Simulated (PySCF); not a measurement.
Species: C3H6BP.
Atom-mapped SMILES: `[CH3:1][C:2]#[C:3][BH:4][PH2:5]` (hydrogens: H6, H7, H8 on C1; H9 on B4; H10, H11 on P5)

Cartesian coordinates in Å at the PBE0-D3(BJ)/def2-SVP level; atoms count from 1:
```xyz
11
C3H6BP angstrom
C     -2.429    0.797    0.434
C     -1.143    0.160    0.241
C     -0.059   -0.385    0.084
B      1.286   -1.036   -0.091
P      2.763   -0.079   -0.774
H     -2.500    1.202    1.456
H     -2.569    1.637   -0.265
H     -3.259    0.086    0.297
H      1.424   -2.226    0.069
H      2.643    1.182   -0.134
H      3.826   -0.623   -0.005
```

The calculation used core-valence-separated Tamm–Dancoff BHandHLYP/aug-pcX-1 (pcseg-1 on H, def2-SVPD on P) in PySCF, non-relativistic, gas phase, PBE0-D3(BJ)/def2-SVP geometry. The energies are unshifted.

The lowest roots of each edge with f over 0.003 (five at most, numbered afresh; weaker and dark ones are left out), with transition dipoles (au) in the frame of the coordinates:

```tsv
root	edge	E (eV)	μx	μy	μz
1	C	282.16	-0.0135	-0.0110	-0.0607
2	C	282.25	-0.0169	-0.0125	-0.0765
3	C	283.18	0.0359	0.0821	-0.0236
4	C	284.23	-0.0360	-0.0795	0.0218
5	C	285.12	-0.0208	-0.0152	-0.0840
6	B	185.89	-0.0298	-0.0241	-0.1279
7	B	190.98	-0.0120	-0.0473	0.0107
8	B	191.48	-0.0287	-0.0120	0.0118
9	B	191.99	0.0178	-0.0208	-0.0034
10	B	192.20	-0.0177	-0.0203	0.0021
```

Task: What are the oscillator strengths?

Result: f = (2/3) ΔE |μ|², with ΔE in hartree (27.2114 eV):

```csv
root,ΔE (Eh),|μ|² (au),f,core hole on
1,10.3693,0.003984,0.028,C3
2,10.3725,0.006298,0.044,C2
3,10.4066,0.008580,0.060,C3
4,10.4451,0.008087,0.056,C2
5,10.4779,0.007722,0.054,C3
6,6.8314,0.017819,0.081,B4
7,7.0185,0.002496,0.012,B4
8,7.0367,0.001108,0.005,B4
9,7.0556,0.000762,0.004,B4
10,7.0631,0.000729,0.003,B4
```

Task: Molecules are fixed in this frame and the field points along y. What effective strengths 3 f cos²θ do the roots have (θ between field and μ)?

Result: root 1 (C3): 0.003, root 2 (C2): 0.003, root 3 (C3): 0.140, root 4 (C2): 0.132, root 5 (C3): 0.005, root 6 (B4): 0.008, root 7 (B4): 0.031, root 8 (B4): 0.002, root 9 (B4): 0.006, root 10 (B4): 0.006. Averaged over all orientations cos²θ is 1/3, which gives f back.

On one thread of an Arm Neoverse V1, shared host, this took 9.8 s of wall time and 0.77 GiB of memory at its peak.

One conformer stands for the species.
